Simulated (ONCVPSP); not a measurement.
u(r) = r·R(r): atom against pseudo-atom (sulfur (S))

Columns: radius, all-electron u(r) and pseudo u(r) of the 2p shell (level -168.26 eV) of sulfur in the configuration [He] 2s2 2p6 3s2 3p3; LDA (Perdew-Wang 92), scalar-relativistic, ONCV scheme, ONCVPSP 4.0.1.

```json
{"r (bohr)": "0.045", "all-electron": "0.1876", "pseudo": "0.0617"}
{"r (bohr)": "0.090", "all-electron": "0.5317", "pseudo": "0.2333"}
{"r (bohr)": "0.135", "all-electron": "0.8662", "pseudo": "0.4862"}
{"r (bohr)": "0.180", "all-electron": "1.1290", "pseudo": "0.7779"}
{"r (bohr)": "0.225", "all-electron": "1.3076", "pseudo": "1.0628"}
{"r (bohr)": "0.270", "all-electron": "1.4087", "pseudo": "1.3015"}
{"r (bohr)": "0.315", "all-electron": "1.4462", "pseudo": "1.4673"}
{"r (bohr)": "0.360", "all-electron": "1.4352", "pseudo": "1.5491"}
{"r (bohr)": "0.405", "all-electron": "1.3892", "pseudo": "1.5510"}
{"r (bohr)": "0.450", "all-electron": "1.3198", "pseudo": "1.4890"}
{"r (bohr)": "0.495", "all-electron": "1.2356", "pseudo": "1.3835"}
{"r (bohr)": "0.540", "all-electron": "1.1434", "pseudo": "1.2558"}
{"r (bohr)": "0.585", "all-electron": "1.0480", "pseudo": "1.1232"}
{"r (bohr)": "0.630", "all-electron": "0.9531", "pseudo": "0.9971"}
{"r (bohr)": "0.675", "all-electron": "0.8612", "pseudo": "0.8832"}
{"r (bohr)": "0.720", "all-electron": "0.7738", "pseudo": "0.7828"}
{"r (bohr)": "0.765", "all-electron": "0.6920", "pseudo": "0.6948"}
{"r (bohr)": "0.810", "all-electron": "0.6164", "pseudo": "0.6168"}
{"r (bohr)": "0.855", "all-electron": "0.5470", "pseudo": "0.5469"}
{"r (bohr)": "0.900", "all-electron": "0.4840", "pseudo": "0.4839"}
{"r (bohr)": "0.945", "all-electron": "0.4272", "pseudo": "0.4271"}
{"r (bohr)": "0.990", "all-electron": "0.3761", "pseudo": "0.3760"}
{"r (bohr)": "1.035", "all-electron": "0.3304", "pseudo": "0.3303"}
{"r (bohr)": "1.080", "all-electron": "0.2898", "pseudo": "0.2897"}
{"r (bohr)": "1.125", "all-electron": "0.2537", "pseudo": "0.2536"}
{"r (bohr)": "1.170", "all-electron": "0.2218", "pseudo": "0.2217"}
```

Q: How many radial nodes do the two functions have?

A: The all-electron 2p function has n − l − 1 = 0; the pseudo-wave has 0.

Q: At about which radius was the pseudo-wave matched?

A: 0.90 bohr. The columns agree to 0.0005 from 0.81 bohr on; several derivatives are matched, so the curves merge somewhat inside the radius.

Q: Is the pseudo-wave norm-conserving?

A: Yes: the ONCV scheme keeps the norm inside the radius equal to the all-electron one, which fixes the energy derivative of the logarithmic derivative at the level.
